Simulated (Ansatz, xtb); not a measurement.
## C4H3ClF2O2: 4 structures ranked

4 gas-phase structures of C4H3ClF2O2, from a drawn sample of its isomers (lower ones may exist). Each was relaxed with GFN2-xTB; where two conformers were screened, the lower at r2SCAN-D4/def2-SVP is listed:

A. `C=C(Cl)OC(=O)C(F)F`, a singlet
B. `O=C[C@]1(C(F)(F)Cl)CO1`, a singlet
C. `O=C(O)/C=C\C(F)(F)Cl`, a singlet
D. `O=C=COC(F)(F)CCl`, a singlet

Which do you expect lowest at r2SCAN-D4/def2-SVP, and how would the others follow?

Calculated order at r2SCAN-D4/def2-SVP: C (0.0), A (18.7), D (29.5), B (33.3) kcal/mol.

Energies above the lowest of each column, in kcal/mol; the last columns are at PBE-D3(BJ)/def2-SVP geometries and were run for some of them only (a dash: not run or not comparable):

```csv
structure,GFN2-xTB,HF/STO-3G,r2SCAN-D4/def2-SVP,PBE-D3(BJ)/def2-SVP,CCSD(T)/def2-SVP + ΔMP2/def2-TZVPP
C,0.0,0.0,0.0,0.0,0.0
A,5.4,7.9,18.7,17.6,16.0
D,10.8,15.3,29.5,–,–
B,23.4,7.4,33.3,–,–
```

Every level run on C puts it lowest or level with the lowest. Some further structures that were screened fall inside this span and aren't listed. Flexible structures stand in one conformer each, not always the lowest. Frequencies (GFN2-xTB) were run for A, C alone. ΔMP2 is the change of the MP2 energy from the smaller to the larger basis.

Over these structures GFN2-xTB departs from r2SCAN-D4/def2-SVP by 5.5 kcal/mol on average once a common shift is removed. A GFN2-xTB relaxation took about 0.17 s and the r2SCAN-D4/def2-SVP energy about 2.3 s on a shared host (Ansatz 0.2.0, xtb 6.7.1).
